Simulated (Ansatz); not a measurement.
Worked example: the barrier

An elementary step of BSiH₇O₃, singlet (BH₃O₃ ([OH][B]([OH])[OH]) + SiH₄ → BSiH₅O₂ ([OH][B]([OH])[SiH3]) + H₂O; bonds formed: B1–Si6, O2–H5; bonds broken: B1–O2, H5–Si6). “Start” is the structure reached by relaxing down from the saddle towards the reactants; PBE0-D4/def2-TZVP structures. The saddle:

B1  (-0.413, -0.234, -0.678)
O2  (0.811, 0.170, -1.567)
O3  (-0.682, -1.582, -0.588)
O4  (-1.446, 0.649, -0.919)
H5  (1.031, 0.451, -0.478)
Si6  (0.551, 0.320, 1.438)
H7  (0.560, 0.951, -2.083)
H8  (0.091, -2.136, -0.468)
H9  (-2.297, 0.293, -0.653)
H10  (-0.770, 0.246, 2.125)
H11  (1.405, -0.756, 2.029)
H12  (1.158, 1.627, 1.842)
(Å)

Computed with Ansatz 0.2.0 (basis: def2-TZVPP and def2-QZVPP); correlated methods freeze the cores.

Energies in eV:

| quantity | saddle | start |
| --- | --- | --- |
| Hartree–Fock, triple zeta (X = 3) | -14760.19719 | -14764.12614 |
| Hartree–Fock, quadruple zeta (X = 4) | -14760.76310 | -14764.70946 |
| MP2 correlation, X = 3 | -27.13133 | -26.14867 |
| MP2 correlation, X = 4 | -29.20477 | -28.21070 |
| CCSD(T) correlation, X = 3 | -29.05456 | -28.10716 |

Q: Work out the barrier at the basis limit: extrapolate Hartree–Fock as E(X) = E∞ + A exp(−7.88 √X) and the MP2 correlation as E(X) = E∞ + B X^−2.97 (the exponents that Neese and Valeev fitted for def2-TZVPP and QZVPP), then add CCSD(T) − MP2 in triple zeta.

A: Each step is linear, so take the differences first (saddle − start): Hartree–Fock 3.92895 (X = 3) and 3.94636 (X = 4); MP2 correlation -0.98266 and -0.99407; CCSD(T) correlation -0.94740.
Two points give E∞ = E(4) + w [E(4) − E(3)], with w = 1/(exp(7.88 (2 − √3)) − 1) = 0.1377 for Hartree–Fock and w = 1/((4/3)^2.97 − 1) = 0.7407 for the correlation.
Hartree–Fock: 3.94636 + 0.1377 × 0.01741 = 3.9488 eV.
MP2 correlation: -0.99407 + 0.7407 × (-0.01141) = -1.0025 eV.
CCSD(T) − MP2: -0.94740 − (-0.98266) = 0.0353 eV.
Sum: 3.9488 + (-1.0025) + 0.0353 = 2.9816 eV, or 68.76 kcal/mol. Plain CCSD(T) in triple zeta gives 2.9815 eV, so the larger basis shifts the result by 0.0001 eV.

No T1 diagnostic of these runs exceeds 0.014.

Labels in which every atom is bracketed show which atoms are joined, not bond orders.

For scale, one of the runs: CCSD(T)/def2-TZVPP, 264 basis functions, launched by `ansatz run in.yaml --threads 8 --pin off --events-out ev --progress --plain --max-ram 19148MiB`. Time: 61 s of wall clock on 8 CPU threads of an Intel Xeon Platinum 8488C; the host was shared. Peak host memory: 6.8 GiB.
